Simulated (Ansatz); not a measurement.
System: C3H9ClSi, net charge 0, singlet state. 
Geometry from a B3LYP-D3(BJ)/def2-TZVP (Ansatz, a first-principles code) optimisation:
```
Si
C 1 1.8663
H 2 1.0913 1 111.01
H 2 1.0913 3 108.07 1 -121.96
H 2 1.0932 3 108.13 4 -116.81
C 1 1.8663 2 111.48 3 57.24
H 6 1.0913 1 111.01 2 -177.46
H 6 1.0913 7 108.07 1 -121.96
H 6 1.0932 7 108.13 8 -116.81
C 1 1.8663 2 111.48 3 -177.46
H 10 1.0913 1 111.01 2 57.24
H 10 1.0913 11 108.07 1 -121.96
H 10 1.0932 11 108.13 12 -116.81
Cl 1 2.0920 2 107.37 3 -60.11
```
Charge 0, spin multiplicity 1.

Total electronic energies in hartree. Cores are frozen in the correlated levels unless marked. No spin-orbit coupling. No relativistic terms. CBS marks a two-point X^-3 extrapolation of the correlation energy; Hartree-Fock from the larger set.

```tsv
level	program	energy (Eh)
PBE-D4/def2-TZVPD	Ansatz + dftd4	-869.08862
PBE0/def2-TZVPD	Ansatz	-869.17122
BHLYP-D4/def2-TZVPD	Ansatz + dftd4	-869.53170
PBE-QIDH/def2-TZVPD	Ansatz	-868.98346
RPA@PBE/cc-pV(Q+d)Z	Ansatz	-868.99121
CCSD/cc-pwCVTZ	Ansatz	-868.38114
CCSD(T)/cc-pV(D+d)Z	Ansatz	-868.15327
CCSD(T)/aug-cc-pV(T+d)Z	Ansatz	-868.42541
CCSD(T)/CBS(cc-pV(T+d)Z,cc-pV(Q+d)Z)	Ansatz	-868.5218
```

Totals of different functionals don't rank their quality; only differences between species are comparable.
